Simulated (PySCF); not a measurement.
Metal series MCl4-, each in one or more spin states. Gas-phase values, no solvent. Multiplicities are imposed; where one is given, others were not computed.

The charge on the central atom (Mulliken) from two functionals at the same geometries (TPSS-D3(BJ)/def2-SVP), both in PySCF: PBE-D3(BJ)/def2-TZVP and TPSSh-D3(BJ)/def2-TZVP. 

```json
[
 {"species": "M = Co, multiplicity 3", "TPSSh-D3(BJ)/def2-TZVP (e)": "0.63"},
 {"species": "M = Co, multiplicity 5", "TPSSh-D3(BJ)/def2-TZVP (e)": "0.72"},
 {"species": "M = Ni, multiplicity 2", "TPSSh-D3(BJ)/def2-TZVP (e)": "0.52"},
 {"species": "M = Ni, multiplicity 4 ([Ni(Cl)4]- (lower quartet))", "TPSSh-D3(BJ)/def2-TZVP (e)": "0.64"},
 {"species": "M = Cu, multiplicity 1 ([Cu(Cl)4]-)", "TPSSh-D3(BJ)/def2-TZVP (e)": "0.30"}
]
```

Question: What does PBE-D3(BJ)/def2-TZVP give for each?

Answer: 
- M = Co, multiplicity 3: 0.51
- M = Co, multiplicity 5: 0.61
- M = Ni, multiplicity 2: 0.42
- M = Ni, multiplicity 4 ([Ni(Cl)4]- (lower quartet)): 0.54
- M = Cu, multiplicity 1 ([Cu(Cl)4]-): 0.21
Over these rows, drawn at random from the members with no instability flagged (it was tested for open shells, ions and some series alone), PBE minus TPSSh-D3(BJ): mean -0.10 e, from -0.11 e to -0.10 e.
